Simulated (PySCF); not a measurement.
Isomers of C6H11BO2, from PySCF, PBE0-D3(BJ)/def2-SVP geometry optimisation, gas phase. One conformer each, no zero-point energy, no frequencies.

**Question.** Which isomer lies lower at this level?
A. `[CH3:1][C:2]([CH3:3])([CH3:4])[C:5]#[C:6][B:7]([OH:8])[OH:9]` with C6–B7–O8–H 180°, C6–B7–O9–H 180°: A = 3153, B = 675.0, C = 633.4 MHz, dipole 1.72 D
B. `[CH2:1]=[CH:2][CH2:3][C@@H:4]1[CH2:5][CH2:6][O:7][BH:8][O:9]1` with C1–C2–C3–C4 -107°, C2–C3–C4–C5 -61°, C3–C4–C5–C6 -173°, C4–C5–C6–O7 52°, C5–C6–O7–B8 -26°, C6–O7–B8–O9 -1°: A = 4099, B = 910.0, C = 790.9 MHz, dipole 2.94 D

**Answer.** B. That is `C=CC[C@@H]1CCOBO1`, 3.6 kcal/mol below the other.

| SMILES | mapped SMILES | E (Eh) | relative (kcal/mol) | relative (kJ/mol) | dipole (D) |
| --- | --- | --- | --- | --- | --- |
| C=CC[C@@H]1CCOBO1 | [CH2:1]=[CH:2][CH2:3][C@@H:4]1[CH2:5][CH2:6][O:7][BH:8][O:9]1 | -409.86380 | 0.0 | 0.0 | 2.94 |
| CC(C)(C)C#CB(O)O | [CH3:1][C:2]([CH3:3])([CH3:4])[C:5]#[C:6][B:7]([OH:8])[OH:9] | -409.85809 | 3.6 | 15.0 | 1.72 |

As drawn, the lower has a C=C bond outside aromatic rings, which the higher lacks; the higher has a C≡C bond, an O–H bond and a quaternary carbon, which the lower lacks.
